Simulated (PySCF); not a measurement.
C2H12Si4, SMILES [SiH3][SiH]1C[SiH2][SiH2]C1.

Geometry optimised at PBE-D3(BJ)/def2-SVP. This is a generated structure with no PubChem entry under its InChIKey; it may be hypothetical. Other conformers were not sampled.

Two levels are set side by side: PBE/def2-TZVP (PySCF) and CAM-B3LYP/def2-TZVP (PySCF). Same geometry, gas phase. Differences are taken from unrounded values.

```json
[
 {"quantity": "orbital gap (eV)", "CAM-B3LYP": "9.65"},
 {"quantity": "highest occupied level (eV)", "CAM-B3LYP": "-8.91"},
 {"quantity": "lowest empty level (eV)", "CAM-B3LYP": "0.74"},
 {"quantity": "dipole moment (D)", "CAM-B3LYP": "0.57"}
]
```

Task: What does PBE give, and how far is it from CAM-B3LYP? (Estimate from the structure and the level; the computed values follow.)

Result: 
| quantity | PBE | PBE minus CAM-B3LYP |
|---|---|---|
| orbital gap (eV) | 5.52 | -4.13 |
| highest occupied level (eV) | -6.60 | 2.31 |
| lowest empty level (eV) | -1.08 | -1.82 |
| dipole moment (D) | 0.62 | 0.05 |

PBE's occupied levels lie high since its potential decays too fast outside the molecule; exact exchange lowers them and widens the gap. Differences between two approximate levels are no errors against the true value.

Rough cost on one machine, each run with all the roots and properties that it gave: CAM-B3LYP against PBE within a factor of 2.
